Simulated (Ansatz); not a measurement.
`O=CN[SiH2]O` + `CO[SiH2]N` → `CO[SiH2]N[SiH2]O` + `NC=O`  (ligand exchange at the Si–N bond)

Calculated with Ansatz (gas phase, PBE0-D4/def2-TZVP geometries, no zero-point term in ΔE). CBS: MP2 limit from def2 TZ/QZ plus the TZ coupled-cluster correction, frozen cores. This one scheme is used for every species. DFT in def2-TZVPP. B3LYP here is the variant with VWN-RPA as its local correlation; programs differ in this. One conformer a species, not always the lowest.

| level | ΔE (kJ/mol) | difference from CCSD(T)/CBS |
| --- | --- | --- |
| PBE-D4 | -2.4 | -4.5 |
| r2SCAN-D4 | -1.4 | -3.5 |
| PBE0-D4 | -2.4 | -4.5 |
| B3LYP-D4 | -2.7 | -4.8 |
| ωB97X-V | 0.3 | -1.8 |
| ωB97M-V | 0.2 | -1.9 |
| B2PLYP | 2.6 | 0.5 |
| PBE | 1.6 | -0.5 |
| r2SCAN | 0.0 | -2.1 |
| PBE0 | 1.3 | -0.8 |
| B3LYP | 3.4 | 1.3 |
| HF/def2-TZVPP | 4.9 | 2.8 |
| MP2/def2-TZVPP | 1.1 | -1.0 |
| SCS-MP2/def2-TZVPP | 2.0 | -0.1 |
| CCSD/def2-TZVPP | 2.1 | 0.0 |
| CCSD(T)/def2-TZVPP | 1.6 | -0.5 |
| HF/def2-QZVPP | 5.1 | 3.0 |
| MP2/def2-QZVPP | 1.5 | -0.6 |
| SCS-MP2/def2-QZVPP | 2.4 | 0.3 |
| HF/CBS(def2) | 5.2 | 3.1 |
| MP2/CBS(def2) | 1.6 | -0.5 |
| CCSD/CBS(def2) | 2.5 | 0.4 |
| CCSD(T)/CBS | 2.1 | 0 |

Largest T1 diagnostic among the species: 0.016.

The D4 term adds −6.1 kJ/mol with B3LYP and −3.7 kJ/mol with PBE0; it sums over pairs of atoms, weighted by their polarisabilities, and B3LYP, whose exchange is more repulsive, gets the larger term. In def2-TZVPP, CCSD(T) changes the Hartree–Fock value by −3.3 kJ/mol (the triples alone add −0.4 kJ/mol) and MP2 by −3.8 kJ/mol.
